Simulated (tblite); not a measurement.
Compound: C6H2ClF2 (doublet state).
SMILES: `Fc1[c]cc(F)c(Cl)c1`

Calculated harmonic vibrations of the isolated species, GFN2-xTB (tblite), most abundant isotopes, no scaling. The method is semi-empirical: single wavenumbers can be off by several per cent or more. Open shells enter through the occupations alone, without spin polarisation, and single modes of such species can be off by tens of per cent.

Harmonic wavenumbers (cm⁻¹): 129.4, 177.8, 187.1, 292.7, 357.7, 379.7, 401.2, 433.4, 498.5, 534.2, 607.2, 642.4, 747.4, 820.6, 833.1, 905.3, 1017.7, 1126.4, 1160.8, 1256.6, 1295.6, 1374.4, 1434.4, 1490.6, 1607.7, 3098.0, 3101.8.

A = 2320, B = 1072, C = 733.2 MHz; mass 146.981 u (most abundant isotopes); point group Cs, symmetry number 1; spin multiplicity 2.

Task: Zero-point energy?

Result: ½Σν̃ = 12956 cm⁻¹ = 154.99 kJ/mol.

Task: Entropy at 350 K, 1 bar (ideal gas, RRHO, classical rotation)?

Result: Translation 174.43, rotation 125.66, vibration 83.11, spin (R ln 2) 5.76: S = 389.0 J/(mol K).

Task: And Cp and H(350 K) − H(0)?

Result: Cp = 137.78 J/(mol K), of which vibrations give 104.52 (their classical limit is 27 R = 224.5); H(350 K) − H(0) = 29.01 kJ/mol without the zero-point energy, 17.37 from vibrations.

Task: Which modes carry the vibrational entropy at 350 K?

Result: 129.4 cm⁻¹: 13.66; 177.8 cm⁻¹: 11.10; 187.1 cm⁻¹: 10.70; 292.7 cm⁻¹: 7.26; 357.7 cm⁻¹: 5.82; 379.7 cm⁻¹: 5.41 J/(mol K); the other 21 give 29.16 together.

Task: Blend soft modes into free rotors: weight 1/[1 + (100 cm⁻¹/ν̃)⁴] for the oscillator and the rest for a rotor with moment μB/(μ + B), μ = h/(8π²ν), B = 10⁻⁴⁴ kg m². What vibrational entropy results?

Result: 82.48 J/(mol K) in place of 83.11, which changes −T·S at 350 K by +0.22 kJ/mol.

Task: How do the functions run with temperature in this model?

Result: 
| T (K) | S (J/(mol K)) | Cp (J/(mol K)) | H − H(0) (kJ/mol) | G − H(0) (kJ/mol) | ln q(vib) |
| --- | --- | --- | --- | --- | --- |
| 150 | 301.0 | 74.9 | 7.36 | -37.79 | 0.90 |
| 250 | 347.5 | 109.3 | 16.61 | -70.26 | 2.36 |
| 298.15 | 368.0 | 123.7 | 22.23 | -87.50 | 3.15 |
| 400 | 408.2 | 149.9 | 36.21 | -127.06 | 4.88 |
| 600 | 476.3 | 185.3 | 70.03 | -215.72 | 8.30 |
| 900 | 557.4 | 213.7 | 130.39 | -371.30 | 13.06 |

q(vib) and H(0) count from the zero-point level.

Task: What must be added to the electronic energy to get the Gibbs energy at 350 K and 1 bar?

Result: ZPE + [H(350 K) − H(0)] − T·S = 154.99 + 29.01 − 136.14 = 47.86 kJ/mol.

Hindered rotation and anharmonicity are outside this model.
